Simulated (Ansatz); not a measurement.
Reaction (silylene formation by 1,1-elimination): `FC([SiH3])S` → `FCS` + `[SiH2]`

Program: Ansatz. Geometries: PBE0-D4/def2-TZVP. ΔE: electronic, gas phase. CCSD(T)/CBS adds triple-zeta CCSD(T) − MP2 to the extrapolated MP2 energy (def2 sets, frozen cores). This one scheme is used for every species. Functionals use def2-TZVPP. B3LYP here is the variant with VWN-RPA as its local correlation; programs differ in this. HSE06 is defined as in plane-wave codes. One conformer a species, not always the lowest.

`FC([SiH3])S`:

Cartesian coordinates in Å:
```
F -1.520 0.713 -0.966
C -0.304 0.049 -0.855
Si -0.079 -0.594 0.918
S 1.073 1.069 -1.375
H -0.316 -0.777 -1.573
H 1.087 -1.511 0.940
H -1.302 -1.312 1.358
H 0.170 0.576 1.798
H 1.191 1.786 -0.244
```

`FCS`:

```xyz
6

F    -0.642   -1.260   -0.581
C    -0.304   -0.238    0.275
S     0.212    1.247   -0.577
H     0.483   -0.597    0.938
H    -1.188    0.034    0.855
H     1.439    0.815   -0.911
```

`[SiH2]`:

Z-matrix (Å, degrees):
```
Si
H 1 1.525
H 1 1.525 2 91.2
```

| level | ΔE (kJ/mol) | difference from CCSD(T)/CBS |
| --- | --- | --- |
| LDA (SPW92) | 254.9 | 34.5 |
| PBE-D4 | 226.4 | 6.0 |
| revPBE-D4 | 221.6 | 1.2 |
| BLYP-D4 | 209.2 | -11.2 |
| B97M-V | 213.4 | -7.0 |
| PBE0-D4 | 230.9 | 10.5 |
| B3LYP-D4 | 216.0 | -4.4 |
| r2SCANh-D4 | 240.3 | 19.9 |
| r2SCAN0-D4 | 239.8 | 19.4 |
| HSE06-D4 | 230.6 | 10.2 |
| BHLYP-D4 | 222.4 | 2.0 |
| CAM-B3LYP-D4 | 222.6 | 2.2 |
| ωB97X-V | 229.9 | 9.5 |
| ωB97M-V | 216.7 | -3.7 |
| B2PLYP | 213.7 | -6.7 |
| PBE-QIDH | 233.9 | 13.5 |
| revPBE | 200.6 | -19.8 |
| BLYP | 190.8 | -29.6 |
| PBE0 | 223.4 | 3.0 |
| B3LYP | 201.8 | -18.6 |
| HSE06 | 223.5 | 3.1 |
| BHLYP | 210.3 | -10.1 |
| CAM-B3LYP | 214.7 | -5.7 |
| LC-ωPBE | 235.2 | 14.8 |
| RPA@PBE/def2-TZVPP | 195.4 | -25.0 |
| HF/def2-SVP | 186.8 | -33.6 |
| MP2/def2-SVP | 222.7 | 2.3 |
| CCSD/def2-SVP | 197.5 | -22.9 |
| CCSD(T)/def2-SVP | 202.6 | -17.8 |
| HF/def2-TZVPP | 191.5 | -28.9 |
| MP2/def2-TZVPP | 231.8 | 11.4 |
| SCS-MP2/def2-TZVPP | 219.1 | -1.3 |
| CCSD/def2-TZVPP | 206.1 | -14.3 |
| CCSD(T)/def2-TZVPP | 212.2 | -8.2 |
| HF/def2-QZVPP | 192.1 | -28.3 |
| MP2/def2-QZVPP | 236.7 | 16.3 |
| SCS-MP2/def2-QZVPP | 224.0 | 3.6 |
| HF/CBS(def2) | 192.2 | -28.2 |
| MP2/CBS(def2) | 239.9 | 19.5 |
| CCSD/CBS(def2) | 214.2 | -6.2 |
| CCSD(T)/CBS | 220.4 | 0 |

Largest T1 diagnostic among the species: 0.014.

From BLYP to BHLYP (50 % exact exchange), in def2-TZVPP and without D4, ΔE moves by +19.6 kJ/mol. In def2-TZVPP, CCSD(T) changes the Hartree–Fock value by +20.7 kJ/mol (the triples alone add +6.1 kJ/mol) and MP2 by +40.3 kJ/mol. The D4 term adds +14.2 kJ/mol with B3LYP and +7.5 kJ/mol with PBE0; it sums over pairs of atoms, weighted by their polarisabilities, and B3LYP, whose exchange is more repulsive, gets the larger term.
